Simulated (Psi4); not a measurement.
H (SMILES [H-]), charge -1, singlet (a gas-phase anion, which may not be bound at this level); PBE0/cc-pVDZ, TDA run with Psi4.

Input for Psi4:
```
memory 2 GB

molecule mol {
-1 1
H     0.000000    0.000000    0.000000
symmetry c1
}

set {
  basis cc-pvdz
  reference rks
  puream true
  save_jk true
  tdscf_states [5]
  tdscf_tda true
  d_convergence 1e-8
}

energy('td-pbe0')
print_variables()
```

Question: Predict the main parts of the log of this Psi4 run.

Answer: 
```
   => Loading Basis Set <=

    Name: CC-PVDZ
    Role: ORBITAL
    Keyword: BASIS

         ---------------------------------------------------------
                                   SCF
               by Justin Turney, Rob Parrish, Andy Simmonett
                          and Daniel G. A. Smith
                              RKS Reference
         ---------------------------------------------------------

  ==> Geometry <==

    Molecular point group: c1
    Geometry (in Angstrom), charge = -1, multiplicity = 1:

       Center              X                  Y                   Z               Mass
    ------------   -----------------  -----------------  -----------------  -----------------
         H            0.000000000000     0.000000000000     0.000000000000     1.007825032230

  Running in c1 symmetry.

  Rotational constants: A = ************  B = ************  C = ************ [cm^-1]
  Rotational constants: A = ************  B = ************  C = ************ [MHz]
  Nuclear repulsion =    0.000000000000000

  Charge       = -1
  Multiplicity = 1
  Electrons    = 2
  Nalpha       = 1
  Nbeta        = 1

  ==> Algorithm <==

  SCF Algorithm Type is DF.
  DIIS enabled.
  MOM disabled.
  Fractional occupation disabled.
  Guess Type is CORE.
  Energy threshold   = 1.00e-06
  Density threshold  = 1.00e-08
  Integral threshold = 1.00e-12

  ==> Primary Basis <==

  Basis Set: CC-PVDZ
    Blend: CC-PVDZ
    Number of shells: 3
    Number of basis functions: 5
    Number of Cartesian functions: 5
    Spherical Harmonics?: true
    Max angular momentum: 1

  ==> DFT Potential <==

   => LibXC <=

    Version 7.1.2
    S. Lehtola, C. Steigemann, M. J. T. Oliveira, and M. A. L. Marques,  SoftwareX 7, 1–5 (2018) (10.1016/j.softx.2017.11.002)

   => Composite Functional: PBE0 <=

    PBE0 Hyb-GGA Exchange-Correlation Functional

    C. Adamo and V. Barone,  J. Chem. Phys. 110, 6158 (1999) (10.1063/1.478522)
    M. Ernzerhof and G. E. Scuseria,  J. Chem. Phys. 110, 5029 (1999) (10.1063/1.478401)

    Deriv               =              1
    GGA                 =           TRUE
    Meta                =          FALSE

    Exchange Hybrid     =           TRUE
    MP2 Hybrid          =          FALSE

   => Exchange Functionals <=

    0.7500   Perdew, Burke & Ernzerhof

   => Exact (HF) Exchange <=

    0.2500               HF

   => Correlation Functionals <=

    1.0000   Perdew, Burke & Ernzerhof

   => LibXC Density Thresholds  <==

[...]
  @DF-RKS Final Energy:    -0.47988701916803
    Total Energy =                         -0.4798870191680307
[...]
******************************************************************************************

         ---------------------------------------------------------
                         TDSCF excitation energies
                 by Andrew M. James and Daniel G. A. Smith
         ---------------------------------------------------------

  ==> Options <==

     Residual threshold  : 1.0000e-06
     Initial guess       : denominators
     Reference           : RHF
     Solver type         : TDA (Davidson)

  ==> Requested Excitations <==

      5 singlet states with A symmetry

  ==> Seeking the lowest 5 singlet states with A symmetry

                         Generalized Davidson Solver
                               By Ruhee Dcunha

  ==> Options <==

    Max number of iterations        = 60
    Eigenvector tolerance           = 1.0000e-06
    Max number of expansion vectors = 1500

  => Iterations <=
                           Max[D[value]]     Max[|R|]   # vectors

Traceback (most recent call last):
  File "psi4", line 375, in <module>
  File "<string>", line 28, in <module>
  File "site-packages/psi4/driver/driver.py", line 533, in energy
  File "site-packages/psi4/driver/procrouting/proc.py", line 3328, in run_tdscf_energy
  File "site-packages/psi4/driver/procrouting/proc.py", line 3299, in run_tdscf_excitations
  File "site-packages/psi4/driver/procrouting/response/scf_response.py", line 761, in tdscf_excitations
  File "site-packages/psi4/driver/procrouting/response/scf_response.py", line 332, in _solve_loop
  File "site-packages/psi4/driver/procrouting/response/scf_response.py", line 736, in tda_solver
  File "site-packages/psi4/driver/p4util/solvers.py", line 809, in davidson_solver

IndexError: index 4 is out of bounds for axis 0 with size 4

Printing out the relevant lines from the Psithon --> Python processed input file:
    core.set_global_option("PUREAM", "true")
    core.set_global_option("SAVE_JK", "true")
    core.set_global_option("TDSCF_STATES", [5])
    core.set_global_option("TDSCF_TDA", "true")
    core.set_global_option("D_CONVERGENCE", 1e-8)
--> energy('td-pbe0')
    print_variables()

!--------------------------------------------------!
!                                                  !
!  index 4 is out of bounds for axis 0 with size 4 !
!                                                  !
!--------------------------------------------------!
```

The run crashed.
